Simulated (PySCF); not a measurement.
C₆ coefficients of unlike pairs at UHF

Calculated with PySCF 2.14 from the dipole response of each species, C₆(A,B) = (3/π) ∫ α_A(iu) α_B(iu) du, in atomic units, from isotropic polarisabilities. For ions this is the dispersion term alone; charge-induced terms of lower order in 1/R come first.

```json
{"species": "Co³⁺", "configuration": "[Ar] 3d6 (5D)", "basis": "x2c-TZVPPall with one added diffuse shell each of s, p, d, f type (7s6p5d3f1g)", "relativity": "spin-free X2C", "α (bohr³)": "1.596", "C₆ (like pair)": "3.756"}
{"species": "S²⁺", "configuration": "[Ne] 3s2 3p2 (3P)", "basis": "dyall-av2z (13s9p2d)", "relativity": "none", "α (bohr³)": "7.539", "C₆ (like pair)": "27.85"}
{"species": "O³⁺", "configuration": "[He] 2s2 2p1 (2P)", "basis": "aug-cc-pVDZ (4s3p2d)", "relativity": "none", "α (bohr³)": "1.418", "C₆ (like pair)": "1.305"}
{"species": "F", "configuration": "[He] 2s2 2p5 (2P)", "basis": "aug-cc-pCVQZ-DK (9s8p6d4f2g)", "relativity": "spin-free X2C", "α (bohr³)": "3.258", "C₆ (like pair)": "8.508"}
```

(1) Estimate C₆ for F with O³⁺.

No spin-orbit coupling is included.

The other pairs:

```json
{"pair": "F, S²⁺", "C₆": "14.86"}
{"pair": "S²⁺, Co³⁺", "C₆": "8.758"}
{"pair": "O³⁺, S²⁺", "C₆": "5.923"}
{"pair": "F, Co³⁺", "C₆": "5.409"}
{"pair": "O³⁺, Co³⁺", "C₆": "2.073"}
```

Answers

(1) The integral gives 3.321. The combination rule 2 C_A C_B / (C_A α_B/α_A + C_B α_A/α_B) gives 3.314 and the geometric mean 3.333.
